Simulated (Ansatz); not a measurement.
**Question.** Name a neutral molecule of B, C, Cl, O and H with LUMO energy (ωB97M-V/def2-TZVPP) between 0.55 and 0.85 eV and size of the dipole moment (ωB97M-V/def2-TZVPP) between 2.20 and 2.50 D (Ansatz, PBE0-D4/def2-TZVP geometry).

**Answer.** `C=C(Cl)BOC` (0.74 eV, 2.35 D). Other molecules can fit too; these were computed, each in one conformer that needn't be the lowest.
